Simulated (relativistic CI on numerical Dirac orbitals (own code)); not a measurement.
# Ho³⁹⁺: q coefficients and field-shift factors

Calculated at this level of theory: Dirac-Coulomb-Breit CI, KLI orbitals optimised for each configuration, derivatives by finite differences, unscaled Slater integrals, QED left out (own radial code, finite nucleus).

Configurations in the expansion (outside the closed core [Ne] 3s2): 3p6 3d10, 3p6 3d9 4s, 3p6 3d9 4p, 3p6 3d9 4d, 3p5 3d10 4s, 3p6 3d9 4f, 3p5 3d10 4p, 3p6 3d8 4s2. Levels of other configurations are missing.

With x = (α/α₀)² − 1 an excitation energy changes as ω = ω₀ + qx; K = 2q/ω₀ is the relative enhancement. Terms are leading LS components, so labels can repeat. The field-shift factor is F = δν/δ⟨r²⟩ for the transition from the lowest level.

Lowest level 3p6 3d10 1S_0.

```
           Level  ω₀ (cm⁻¹)  q (cm⁻¹)        K  F (GHz/fm²)
 3p6 3d9 4s 3D_3    9503569   -957300   -0.201         1150
 3p6 3d9 4s 1D_2    9516632   -955500   -0.201         1150
 3p6 3d9 4s 3D_1    9831359   -627500   -0.128         1160
 3p6 3d9 4s 3D_2    9840129   -627500   -0.128         1160
3p6 3d9 4p 3P°_2   10158942   -867400   -0.171          128
3p6 3d9 4p 3F°_3   10168935   -869800   -0.171          126
3p6 3d9 4p 3F°_2   10488497   -540200   -0.103          132
3p6 3d9 4p 3D°_1   10510370   -534200   -0.102          132
3p6 3d9 4p 3F°_4   10649418   -294100  -0.0552         77.2
3p6 3d9 4p 1D°_2   10662674   -296600  -0.0556         79.3
3p6 3d9 4p 1P°_1   10670008   -294200  -0.0551         80.6
3p6 3d9 4p 3D°_3   10684261   -292800  -0.0548         77.3
3p6 3d9 4p 3P°_0   10952008     38040  0.00695         84.8
3p6 3d9 4p 3D°_1   10985264     33530  0.00611         84.2
3p6 3d9 4p 3F°_3   10987182     35280  0.00642         83.2
3p6 3d9 4p 3D°_2   11005485     35370  0.00643         83.7
 3p6 3d9 4d 3S_1   11631874   -251800  -0.0433         83.6
 3p6 3d9 4d 3G_4   11668615   -258900  -0.0444         83.2
 3p6 3d9 4d 3D_2   11677123   -256400  -0.0439         83.4
 3p6 3d9 4d 3F_3   11693593   -256500  -0.0439         83.3
 3p6 3d9 4d 1P_1   11752154   -155200  -0.0264           85
 3p6 3d9 4d 3G_5   11763013   -152400  -0.0259         85.1
 3p6 3d9 4d 3D_3   11789581   -150800  -0.0256         85.2
```

At this charge energies of transitions that change n are usually good to better than 1 %, and those within a shell (Δn = 0) to a few per cent.
